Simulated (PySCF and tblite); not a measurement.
The numbers below are computed, except where a source is named.
4 diastereomers of C7H10F2, numbered alike:

```
isomer                                                              SMILES  descriptors (one enantiomer)
     A   [F:1][C@@H:2]1[CH2:3][CH2:4][CH2:5][C@:6]2([F:7])[CH2:8][C@H:9]12                    2R, 6S, 9R
     B  [F:1][C@@H:2]1[CH2:3][CH2:4][CH2:5][C@@:6]2([F:7])[CH2:8][C@H:9]12                    2R, 6R, 9R
     C   [F:1][C@H:2]1[CH2:3][CH2:4][CH2:5][C@@:6]2([F:7])[CH2:8][C@H:9]12                    2S, 6R, 9R
     D    [F:1][C@H:2]1[CH2:3][CH2:4][CH2:5][C@:6]2([F:7])[CH2:8][C@H:9]12                    2S, 6S, 9R
```

Protocol: conformer search, at most 2 conformers an isomer, GFN2-xTB geometries, energies PBE0/def2-SVP (IEF-PCM, chloroform) (D3(BJ) added where defined), weights at 298.15 K with GFN2-xTB thermal terms. Programs: PySCF with density fitting and tblite.

(1) Rank the isomers by free energy at 298.15 K.

(2) If they could interconvert freely, what would the mixture hold (chiral isomers as racemates)?

Results:

(1) 
```tsv
isomer	ΔG (kcal/mol)	ΔE, lowest conformer	conformers	largest weight %	rms dipole (D)
A	0.0	0.0	2	79	1.60
D	0.9	1.2	2	64	2.90
C	29.6	29.6	1	100	2.19
B	32.0	32.0	1	100	3.71
```

ΔG is for one enantiomer.

(2) A 83 %, D 17 %, C 0 %, B 0 %. A racemate gains RT ln 2.
